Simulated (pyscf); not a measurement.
**Cl–Ge•(GeH₃)–GeH₃, doublet**

Gas-phase minimum from PySCF at ωB97X-D3(BJ)/def2-SVP, one conformer. Other isomers of Cl–Ge•(GeH₃)–GeH₃ were not searched in full and may lie lower. 

SMILES: [Cl][Ge]([GeH3])[GeH3]
```xyz
10

Cl     2.2188     1.1530    -0.8238
Ge     0.9852    -0.5151    -0.1309
Ge     1.2662    -0.4701     2.2680
Ge    -1.2121     0.0109    -0.9858
H      0.4354    -1.5952     2.9056
H      2.7495    -0.6711     2.6018
H      0.7944     0.8874     2.8141
H     -2.2036    -1.0880    -0.5709
H     -1.6758     1.3608    -0.4143
H     -1.1450     0.0955    -2.5155
```
Charge 0, spin multiplicity 2.

Bonded distances (Å): Cl1–Ge2 2.187, Ge2–Ge3 2.416, Ge2–Ge4 2.416, Ge3–H5 1.537, Ge3–H6 1.534, Ge3–H7 1.537, Ge4–H8 1.537, Ge4–H9 1.537, Ge4–H10 1.534. Bond angles (°): Cl1–Ge2–Ge3 103.6, Cl1–Ge2–Ge4 103.6, Ge3–Ge2–Ge4 116.9, Ge2–Ge3–H5 109.6, Ge2–Ge3–H6 109.0, Ge2–Ge3–H7 109.5, H5–Ge3–H6 109.7, H5–Ge3–H7 109.5, H6–Ge3–H7 109.6, Ge2–Ge4–H8 109.6, Ge2–Ge4–H9 109.5, Ge2–Ge4–H10 109.0, H8–Ge4–H9 109.4, H8–Ge4–H10 109.7 (the first ones only).

Properties at ωB97X-D3(BJ)/def2-SVP:

Harmonic wavenumbers, unscaled: 55, 74, 81, 88, 92, 231, 312, 416, 439, 467, 482, 504, 783, 826, 894, 896, 897, 900, 2172, 2177, 2182, 2186, 2199, 2201 cm⁻¹
Zero-point energy: 30.8 kcal/mol
Rotational symmetry number: 1
Entropy of this conformer at 298 K and 1 atm, rigid rotor and harmonic oscillator, modes under 100 cm⁻¹ raised to 100: 417.7 J/(mol K)
Dipole moment: 2.02 D
Spin expectation value S2: 0.753

Single-point totals, which compare only within one level:

```csv
level,total energy (hartree)
ωB97X-D3(BJ)/def2-TZVP,-6694.74548
PBE/def2-TZVP,-6693.70987
r²SCAN/def2-TZVP,-6694.79971
B3LYP-D3(BJ)/def2-TZVP,-6695.03445
PBE0-D3(BJ)/def2-TZVP,-6693.92562
M06-2X/def2-TZVP,-6694.83399
ωB97M-D3(BJ)/def2-TZVP,-6694.96275
```

Soft torsions are taken as harmonic, which can shift the entropy by several J/(mol K). Elements up to Kr have no core potential and no relativistic terms here.
